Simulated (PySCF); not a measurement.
Isomers of C7H11ClSi2, one GFN2-xTB conformer each. Single-point energies are computed at PBE0/pcSseg-1 (PySCF, gas phase, no added dispersion term), electronic only.

Question: Rank them by PBE0/pcSseg-1 energy, lowest first (kJ/mol).
A. `[CH:1]#[C:2][SiH2:3]/[CH:4]=[CH:5]/[Si@H:6]([Cl:7])[CH2:8][CH:9]=[CH2:10]` with C2–Si3–C4–C5 1°, C4–C5–Si6–Cl7 -7°, C5–Si6–C8–C9 178°, Si6–C8–C9–C10 104°
B. `[Cl:1][C:2]1=[CH:3][Si@@H:4]([CH:5]2[CH2:6][CH2:7]2)[CH:8]=[CH:9][SiH2:10]1` with C3–Si4–C5–C6 -83°
C. `[CH2:1]=[CH:2][C:3]1=[CH:4][SiH2:5][CH2:6]/[C:7](=[CH:8]\[Cl:9])[SiH2:10]1` with C1–C2–C3–C4 -174°, C3–C4–Si5–C6 -17°, C4–Si5–C6–C7 51°, Si5–C6–C7–C8 107°, C6–C7–Si10–C3 48°
D. `[CH:1]#[C:2][SiH2:3]/[CH:4]=[CH:5]\[Si@@H:6]([Cl:7])[CH2:8][CH:9]=[CH2:10]` with C2–Si3–C4–C5 57°, C4–C5–Si6–Cl7 152°, C5–Si6–C8–C9 -176°, Si6–C8–C9–C10 -100°
E. `[CH2:1]=[C:2]([CH3:3])[Si@H:4]1[CH:5]=[CH:6][SiH2:7][C:8]([Cl:9])=[CH:10]1` with C1–C2–Si4–C5 119°, C2–Si4–C5–C6 99°, C5–C6–Si7–C8 15°, C6–Si7–C8–Cl9 165°, C2–Si4–C10–C8 -99°
F. `[CH:1]#[C:2][SiH2:3][C@@:4]1([Cl:5])[C@@H:6]2[CH2:7][SiH2:8][C@H:9]1[CH2:10]2` with C2–Si3–C4–Cl5 -67°
G. `[CH2:1]=[CH:2][C:3]1=[CH:4][SiH2:5][CH2:6]/[C:7](=[CH:8]/[Cl:9])[SiH2:10]1` with C1–C2–C3–C4 -178°, C3–C4–Si5–C6 26°, C4–Si5–C6–C7 -56°, Si5–C6–C7–C8 -121°, C6–C7–Si10–C3 -28°
H. `[CH:1]#[C:2][Si@@H:3]([C:4]#[C:5][SiH2:6][Cl:7])[CH:8]([CH3:9])[CH3:10]` with C2–Si3–C8–C9 -57°
I. `[CH:1]#[C:2][Si@@:3]([C:4]#[C:5][SiH3:6])([CH2:7][CH3:8])[CH2:9][Cl:10]` with C2–Si3–C7–C8 178°, C2–Si3–C9–Cl10 -69°

Answer: E (0.0), C (8.9), B (9.7), A (17.7), G (22.4), H (24.7), D (32.3), F (128.2), I (140.9).

As drawn, the lowest has a C=C bond outside aromatic rings, which the highest lacks; the highest has a C≡C bond, which the lowest lacks. Neighbours under 10 kJ/mol apart (C=C(C)[Si@H]1C=C[SiH2]C(Cl)=C1 and C=CC1=C[SiH2]C/C(=C\Cl)[SiH2]1; C=CC1=C[SiH2]C/C(=C\Cl)[SiH2]1 and ClC1=C[Si@@H](C2CC2)C=C[SiH2]1; ClC1=C[Si@@H](C2CC2)C=C[SiH2]1 and C#C[SiH2]/C=C/[Si@H](Cl)CC=C; C#C[SiH2]/C=C/[Si@H](Cl)CC=C and C=CC1=C[SiH2]C/C(=C/Cl)[SiH2]1; others) can change places with a better method, another conformer or zero-point energy. C=CC1=C[SiH2]C/C(=C\Cl)[SiH2]1 and C=CC1=C[SiH2]C/C(=C/Cl)[SiH2]1 are stereoisomers, 13.5 kJ/mol apart in the conformers taken. C#C[SiH2]/C=C/[Si@H](Cl)CC=C and C#C[SiH2]/C=C\[Si@@H](Cl)CC=C are stereoisomers, 14.6 kJ/mol apart in the conformers taken. GFN2-xTB itself gives, in the same order: 49.1, 0.0, 35.3, 66.5, 1.3, 33.3, 69.0, 24.2, 194.5. GFN2-xTB puts C=CC1=C[SiH2]C/C(=C\Cl)[SiH2]1 lowest instead; measured from each level's own lowest isomer, the values differ by up to 104.0 kJ/mol (C#C[SiH2][C@@]1(Cl)[C@@H]2C[SiH2][C@H]1C2: 24.2 against 128.2).

Question: Which frontier levels, dipoles and rotational constants go with these structures?

Answer: 
```
                                   SMILES  HOMO (eV, PBE0/pcSseg-1)  LUMO (eV)  dipole (D)        A, B, C (MHz)
           C=C(C)[Si@H]1C=C[SiH2]C(Cl)=C1                     -7.54      -1.17        2.01   1252, 564.4, 475.2
           C=CC1=C[SiH2]C/C(=C\Cl)[SiH2]1                     -6.99      -1.49        1.92   1511, 488.3, 393.1
           ClC1=C[Si@@H](C2CC2)C=C[SiH2]1                     -7.50      -1.01        2.35   1374, 500.1, 387.0
             C#C[SiH2]/C=C/[Si@H](Cl)CC=C                     -7.23      -1.03        1.80   1381, 346.1, 286.2
           C=CC1=C[SiH2]C/C(=C/Cl)[SiH2]1                     -6.96      -1.47        1.75   1065, 612.0, 410.6
             C#C[Si@@H](C#C[SiH2]Cl)C(C)C                     -8.00      -1.09        1.46   1162, 367.3, 309.7
            C#C[SiH2]/C=C\[Si@@H](Cl)CC=C                     -7.15      -1.37        1.82  965.1, 592.4, 396.7
C#C[SiH2][C@@]1(Cl)[C@@H]2C[SiH2][C@H]1C2                     -7.65      -0.17        1.68   1590, 632.7, 585.5
              C#C[Si@@](C#C[SiH3])(CC)CCl                     -7.81      -0.80        1.92   1057, 386.3, 355.1
```
